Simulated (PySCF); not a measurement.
SeHCl, SMILES Cl[SeH]. Heavy atoms are numbered as in [SeH:1][Cl:3]. Hydrogens are named by the atom that carries them.

Coordinates come from a B3LYP-D3(BJ)/def2-TZVP optimisation.

Computed with ωB97X/def2-TZVPD in PySCF.

Mulliken values depend strongly on the basis, most of all with diffuse functions as here. Atomic charges (e), one atom of each kind:

```csv
atom,Mulliken,IAO
Se1 (SeH),0.07,___
H on Se1,0.15,___
Cl3,-0.22,___
```

Task: What belongs in the gaps? (The exact figures need the calculation; the answer reports its results.)

Result: 
- Se1 (SeH), IAO: 0.17
- H on Se1, IAO: 0.06
- Cl3, IAO: -0.23
